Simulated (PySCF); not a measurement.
Predicted microwave data (PySCF 2.14.0, PBE0-D3(BJ)/def2-TZVP geometry optimisation, gas phase) for one isomer of C5H3NO:

| Quantity | Value |
| --- | --- |
| Rotational constants | A = 9339, B = 2050, C = 1681 MHz |
| Dipole components | \|μa\| = 4.75 D, \|μb\| = 0.81 D, \|μc\| = 0.00 D |
| Inertial defect | 0.00 u·Å² |
| κ | -0.90 |

Problem. Which candidate fits, each taken in the one conformer that was computed?
A. `N#CC1=CC=CO1`
B. `c1c(cco1)C#N`

Solution. A. It is N#Cc1ccco1, a near-prolate asymmetric top, point group Cs. The candidates at the same level (rigid rotor, commonest isotopes):

| SMILES | A (MHz) | B (MHz) | C (MHz) | μa (D) | μb (D) | μc (D) | Δ (u·Å²) | point group | rotor |
| --- | --- | --- | --- | --- | --- | --- | --- | --- | --- |
| N#Cc1ccco1 | 9339 | 2050 | 1681 | 4.75 | 0.81 | 0.00 | 0.00 | Cs | near-prolate asymmetric top |
| N#Cc1ccoc1 | 9419 | 1961 | 1623 | 4.09 | 0.33 | 0.00 | 0.00 | Cs | near-prolate asymmetric top |

`N#Cc1ccoc1` has B 4 % too low. In the right answer the mirror of this Cs structure is the ab plane, so μc vanishes by symmetry. No structure here is proved a minimum.
